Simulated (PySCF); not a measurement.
A GIAO shielding run with PySCF (density fitting, non-relativistic, gas phase) on `C[SiH2]c1ccc(C(C)=S)o1`, C$_{7}$H$_{10}$OSSi:

```
$ OMP_NUM_THREADS=1 python probes_run.py task.json out

{"job": {"kind": "nmr", "xc": "PBE0", "basis": "pcSseg-1"}, "charge": 0, "multiplicity": 1}
C     -2.732818    -1.515609    -0.286947
Si    -2.197866    -0.430400     1.174171
C     -0.723392     0.600089     0.619498
C     -0.460639     1.952893     0.629973
C      0.814702     2.126176     0.084255
C      1.274063     0.858271    -0.235148
C      2.499690     0.429591    -0.819857
C      2.689997    -1.036437    -1.024413
S      3.649304     1.517021    -1.254195
O      0.328380    -0.055068     0.097579
H     -3.567270    -2.154832    -0.014390
H     -3.043236    -0.913268    -1.137008
H     -1.919844    -2.156744    -0.617768
H     -3.249431     0.509656     1.569472
H     -1.780042    -1.261097     2.309721
H     -1.118322     2.717135     0.990673
H      1.350802     3.040443    -0.067589
H      2.614148    -1.558220    -0.070117
H      3.660891    -1.232805    -1.470213
H      1.905735    -1.426116    -1.674062
```

Hardware: 1 thread of an Intel Xeon, shared host. The job also computes population analyses, field gradients, ring-centre shieldings.

Question: How large is the calculation?

Answer: 90 electrons, 234 basis functions and 1256 auxiliary functions.

Question: How long does it take, and how much memory does it need?

Answer: 3.2 min of wall time, with 14 SCF cycles and 5 response iterations; peak memory 1.1 GiB. Times on a shared host scatter by some tens of per cent.
